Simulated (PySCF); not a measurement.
**How methods differ on the ionisation energy of Si²⁺**

Si²⁺ [Ne] 3s2 (1S) → Si³⁺ [Ne] 3s1 (2S), as a difference of total energies. Calculation: PySCF 2.14, in x2c-QZVPPall; scalar relativity by spin-free X2C-1e. Correlated levels: valence and next inner shell: 1s2 frozen. The calculations carry no spin-orbit coupling.

Task: Order these methods by the ionisation energy they give, lowest first.
A. CCSD (valence and next inner shell)
B. SCS-MP2 (valence and next inner shell)
C. UHF
D. MP2 (valence and next inner shell)

Result: C (32.020 eV), D (33.187 eV), B (33.313 eV), A (33.399 eV).

Errors of the correlated levels include the incompleteness of this basis and the frozen core.

For comparison: 33.493 eV (measured; NIST Atomic Spectra Database, ionization energies).
